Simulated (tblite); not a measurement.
C3H8ClFSi.
Geometry (GFN2-xTB, Å), atoms numbered from 1 in this order:
```xyz
14
C3H8ClFSi angstrom
C     -0.747    0.991   -0.893
C     -0.275    0.116    0.252
Si     1.616    0.255    0.590
Cl    -1.081    0.666    1.768
C     -0.720   -1.323    0.052
F     -0.010   -1.883   -0.983
H     -1.832    0.963   -0.990
H     -0.440    2.023   -0.741
H     -0.304    0.628   -1.818
H      2.326   -0.190   -0.605
H      1.866    1.665    0.877
H      1.902   -0.587    1.747
H     -1.781   -1.394   -0.216
H     -0.520   -1.931    0.939
```

Level: GFN2-xTB in tblite, geometry and Hessian alike; calculated harmonic values, unscaled, isolated species. This tight-binding method is rough: wavenumbers can miss measured ones by several per cent, in bad cases by 10 to 20. Modes of hydrogen on silicon can be 10 to 20 % off. One conformer, not necessarily the lowest.

Harmonic wavenumbers (cm⁻¹): 78.3, 134.6, 158.3, 167.3, 227.7, 261.7, 299.1, 339.8, 390.8, 530.7, 563.1, 598.4, 752.6, 756.8, 767.1, 782.8, 929.5, 972.7, 1033.2, 1070.8, 1149.1, 1178.4, 1237.6, 1316.8, 1407.7, 1456.0, 1481.7, 1493.9, 2301.2, 2304.9, 2309.9, 2934.3, 2962.1, 3004.4, 3025.3, 3039.0.

A = 2469, B = 1836, C = 1449 MHz; mass 126.007 u (most abundant isotopes); point group C1, symmetry number 1.

Zero-point energy?

Half the sum of the wavenumbers: 21709 cm⁻¹ = 259.70 kJ/mol.

Give the ideal-gas entropy at 500 K and 1 bar in the rigid-rotor, harmonic-oscillator model (classical rotation).

Translation 179.92, rotation 124.78, vibration 159.37: S = 464.1 J/(mol K).

And Cp and H(500 K) − H(0)?

Cp = 189.19 J/(mol K), of which vibrations give 155.93 (their classical limit is 36 R = 299.3); H(500 K) − H(0) = 58.72 kJ/mol without the zero-point energy, 42.10 from vibrations.

How do the functions run with temperature in this model?

```csv
T (K),S (J/(mol K)),Cp (J/(mol K)),H − H(0) (kJ/mol),G − H(0) (kJ/mol),ln q(vib)
100,272.3,69.3,4.75,-22.49,0.84
200,332.0,105.6,13.56,-52.84,2.79
300,381.0,137.5,25.74,-88.55,4.89
800,564.6,238.3,123.49,-328.22,14.82
1000,620.2,259.7,173.40,-446.84,18.32
```

q(vib) and H(0) count from the zero-point level.

Which modes carry the vibrational entropy at 500 K?

78.3 cm⁻¹: 20.72; 134.6 cm⁻¹: 16.25; 158.3 cm⁻¹: 14.92; 167.3 cm⁻¹: 14.47; 227.7 cm⁻¹: 11.98; 261.7 cm⁻¹: 10.87 J/(mol K); the other 30 give 70.16 together.

Hindered rotation and anharmonicity are outside this model. Other conformers, if any are populated, would add a mixing term that is left out. The structure is chiral; the term R ln 2 for an equal mix with its mirror image is left out.
